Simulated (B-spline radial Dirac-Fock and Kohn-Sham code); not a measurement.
# What relativity does to the binding energies of Ba²²⁺

System: barium as Ba²²⁺, configuration 1s2 2s2 2p6 3s2 3p6 3d10 4s2 4p4.

Both columns are ΔSCF binding energies of the configuration average from an atomic code on a B-spline grid: non-relativistic Hartree-Fock with a point nucleus, and Dirac-Fock with a finite nucleus and the Coulomb interaction alone, averaged over the two j levels with weights 2j+1.

```
shell  Hartree-Fock (eV)  Dirac-Fock (eV)  shift (eV)  shift (%)
   1s            36568.1          38248.5    +1680.41      +4.60
   2s             6248.0           6671.2     +423.22      +6.77
   3s             1825.6           1923.0      +97.35      +5.33
   3d             1424.6           1415.9       -8.73      -0.61
   4s              769.9            797.7      +27.81      +3.61
   4p              713.5            723.4       +9.89      +1.39
```

Relativity binds 1s, 2s, 3s, 4s, 4p more strongly, among those listed most of all 2s in relative terms, and 3d more weakly, because the contracted s and p shells screen the nucleus better.

Values without a named source are computed, but for edge energies of neutral atoms, which are taken from tables.
